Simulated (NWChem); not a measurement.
## Total energies of C$_{2}$H$_{4}$F

SMILES: C[CH]F
```xyz
7

C     -1.1510     0.1709    -0.2978
C      0.3069     0.3776    -0.2069
F      0.9915    -0.5555     0.4627
H     -1.6017     0.9251    -0.9587
H     -1.6495     0.2458     0.6898
H     -1.3832    -0.8289    -0.7001
H      0.7759     1.3668    -0.1667
```
Charge 0, spin multiplicity 2.

Everything below was run with NWChem. All single points use one geometry, from UPBE0/def2-SVP, a minimum by its harmonic frequencies.

Basis set: def2-SVP (62 functions).

| method | total energy (Ha) | relative cost |
|---|---|---|
| UHF | -177.31340 | 1 |
| UMP2 | -177.75604 | under 3 |
| UB2PLYP | -178.08707 | under 3 |
| UPBE | -178.05193 | under 3 |
| UB3LYP | -178.26077 | under 3 |
| UBHandHLYP | -178.17081 | under 3 |

Total energies of different functionals aren't comparable as a measure of quality: only differences taken within one method are. The cost column gives rough processor time relative to UHF; each entry includes its own SCF.

The correlated methods keep 3 core orbitals frozen. B3LYP has NWChem's definition, with VWN1-RPA local correlation. The structure started from a generated list of species. No SCF solution was tested for a lower state. Open-shell Hartree-Fock references start from PBE0 orbitals; any time given for them includes that run.
